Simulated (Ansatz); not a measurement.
Geometry optimisation, RKS PBE/def2-SVP (Ansatz).

Input:

```yaml
crystal:
  periodic: [false, false, false]
  atoms:
    - { symbol: Si, position_ang: [-0.5257, -0.8843, -0.2899] }
    - { symbol: C, position_ang: [0.4473, 1.0242, 0.08] }
    - { symbol: H, position_ang: [0.402, -1.8892, -0.7635] }
    - { symbol: H, position_ang: [-1.6966, -1.0558, 0.5431] }
    - { symbol: Cl, position_ang: [-1.3887, -0.276, -2.0679] }
    - { symbol: H, position_ang: [0.611, -0.0263, 0.9832] }
    - { symbol: F, position_ang: [0.4573, -1.1306, 1.4385] }
    - { symbol: H, position_ang: [1.1367, 1.409, 0.8447] }
    - { symbol: H, position_ang: [-0.4119, 1.6853, 0.0951] }
    - { symbol: H, position_ang: [0.9686, 1.1436, -0.8632] }
basis:
  gaussian: { orbitals: def2-SVP }
hamiltonian:
  xc: pbe
relax:
  f_tol: 0.15
  max_steps: 25
  restrain:
    - { distance: [0, 6], at: 1.68, k: 30.0 }
    - { distance: [5, 1], at: 1.07, k: 30.0 }
    - { distance: [0, 1], at: 3.17, k: 30.0 }
    - { distance: [5, 6], at: 2.18, k: 30.0 }
```

Launched with:

```bash
$ ansatz run input.yaml --threads 2 --pin off --max-ram 3072MiB --backend cpu --events-out ev --progress --plain --runs-dir out
```

Task: Where does it end, and by what steps?

Result: The forces met the threshold. The restraints hold the end off the free minimum. After 16 steps the energy has fallen by 2.415 eV (the restraints' own energy left out); H4 moved furthest, 1.70 Å. Joined: C2–H6 (1.40 → 1.09 Å).

```tsv
step	energy less start (eV)	largest force component (eV/Å)	accepted
0	0.0000	1.169	yes
1	0.4712	2.517	yes
2	0.4681	3.001	yes
3	-0.1025	2.481	yes
4	-0.8361	1.070	yes
5	-1.2935	0.676	yes
6	-1.5776	0.930	yes
7	-1.7608	1.371	yes
8	-1.8487	1.590	yes
9	-1.9131	1.667	yes
10	-2.0048	1.645	yes
11	-2.0803	1.526	yes
12	-2.1570	1.334	yes
13	-2.2072	1.139	yes
14	-2.3048	0.936	yes
15	-2.3711	0.843	yes
16	-2.4147	0.786	yes
```

```xyz
10
Properties=species:S:1:pos:R:3
Si -0.868 -1.342 -0.178
C 0.939 1.251 0.205
H 0.507 -1.528 -0.729
H -1.653 -2.616 -0.140
Cl -1.934 -0.009 -1.339
H 0.950 0.518 1.010
F -0.744 -0.810 1.388
H 1.757 1.987 0.346
H -0.030 1.788 0.215
H 1.076 0.761 -0.778
```

Run time: 24 s on 2 threads of AMD EPYC 7B13 (Zen 3), on a shared host, peak memory 0.17 GiB.
